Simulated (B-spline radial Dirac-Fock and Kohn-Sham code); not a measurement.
# Isotope-shift constants of the inner levels of Cl

System: atomic chlorine in the configuration [Ne] 3s2 3p5.

The computed values come from an atomic code on a B-spline grid: first-order field-shift and mass-shift constants from Dirac-Fock ground and hole states with a Fermi nucleus; the mass shift has no relativistic recoil terms. A binding energy shifts by δE = F·δ⟨r²⟩ + (K_N + K_S)·δ(1/M); F is taken for a change of radius at fixed skin thickness and so holds the higher radial moments.

```
     level  F (meV/fm²)  K_N (meV u)  K_S (meV u)
    K (1s)      -0.5321        -1555        465.0
   L1 (2s)     -0.04113       -154.1       -55.44
L2 (2p1/2)     0.006636       -115.3        105.6
L3 (2p3/2)     0.006650       -114.6        103.1
   M1 (3s)    -0.003939       -15.35      -0.5420
```

Line shifts in meV from A = 35 (mass 34.9689 u, rms radius 3.3654 fm); radii from Angeli and Marinova (2013).

| A | mass (u) | radius (fm) | Kα1 | Kα2 | Lℓ |
| --- | --- | --- | --- | --- | --- |
| 37 | 36.9659 | 3.384 | ? | ? | ? |

Question: What are the shifts for A = 37?

Answer: Kα1 +1.60 meV (field -0.07, mass +1.67); Kα2 +1.60 meV (field -0.07, mass +1.67); Lℓ -0.01 meV (field 0.00, mass -0.01).
